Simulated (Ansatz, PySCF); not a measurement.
Species: Al₂H₄, charge 0, multiplicity 1. SMILES: [AlH2][AlH2]
Structure (B3LYP-D3(BJ)/def2-TZVP (Ansatz, a first-principles code) minimum search):
```xyz
6

Al    -0.0012    -0.0150     1.2942
Al     0.0012     0.0150    -1.2942
H      1.3472    -0.0315     2.1375
H     -1.3512    -0.0180     2.1352
H      0.0088     1.3738    -2.1207
H     -0.0047    -1.3244    -2.1520
```
Charge 0, spin multiplicity 1.

Unscaled harmonic wavenumbers (cm⁻¹) in rising order, each level at the stationary point that it reaches from this structure (no distance between atoms moves by over 0.3 Å); the order of modes can differ between levels, and a negative number is imaginary. B3LYP-D3(BJ)/def2-TZVP (PySCF, at the structure above): 138, 300, 300, 340, 548, 548, 759, 818, 1870, 1889, 1889, 1891.

HF/3-21G (Ansatz): 165, 320, 320, 353, 573, 573, 755, 820, 1928, 1940, 1940, 1950. Zero-point energy 16.6 against 16.1 kcal/mol; where all levels lie over 400 cm⁻¹, the wavenumbers are on average 1.025 times those of B3LYP-D3(BJ)/def2-TZVP.

HF/6-31G* (Ansatz): 138, 343, 343, 363, 591, 591, 811, 874, 1970, 1981, 1981, 1994. Zero-point energy 17.1 against 16.1 kcal/mol; where all levels lie over 400 cm⁻¹, the wavenumbers are on average 1.063 times those of B3LYP-D3(BJ)/def2-TZVP.

B3LYP/6-31G* (Ansatz): 155, 304, 304, 343, 547, 547, 749, 811, 1873, 1894, 1895, 1895. Zero-point energy 16.2 against 16.1 kcal/mol; where all levels lie over 400 cm⁻¹, the wavenumbers are on average 0.998 times those of B3LYP-D3(BJ)/def2-TZVP.
